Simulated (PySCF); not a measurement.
# Electron correlation in Mn⁺ (manganese, charge +1)

Starting occupation: [Ar] 3d4 4s1 5s1, 3d5/2 with m_j = -1/2, +1/2, +3/2, +5/2, 4s1/2 with m_j = +1/2, 5s1/2 with m_j = +1/2. All numbers are calculated (PySCF 2.14, X2C-1e with screened-nucleus spin-orbit coupling, Gaussian nucleus, in x2c-TZVPall-2c with one added diffuse shell each of s, p, d type (7s8p5d1f, 63 functions)). Frozen: [Ne]; 14 electrons correlated; the 6 highest virtual spinors left out.

MP2 pair energies summed by pair of shells (mhartree):

| pair | energy | share (%) |
| --- | --- | --- |
| 3d-3p | -112.06 | 37.1 |
| 3p-3p | -84.87 | 28.1 |
| 3d-3d | -30.18 | 10.0 |
| 3p-3s | -24.24 | 8.0 |
| 3d-3s | -15.67 | 5.2 |
| 3p-4s | -14.13 | 4.7 |
| 3d-4s | -9.17 | 3.0 |
| 3s-3s | -3.78 | 1.3 |
| 4s-5s | -3.46 | 1.1 |
| 3p-5s | -2.15 | 0.7 |
| 3d-5s | -1.53 | 0.5 |
| 3s-4s | -1.01 | 0.3 |
| 3s-5s | -0.15 | 0.1 |

Total MP2 correlation energy: -302.41 mhartree.

The GHF reference relaxed away from the jj start to a determinant that is no pure jj level (⟨S²⟩ = 12.00, ⟨J²⟩ = 30.01); the energies belong to that determinant.

This basis was not built for core-valence correlation, so the inner-shell part is incomplete.
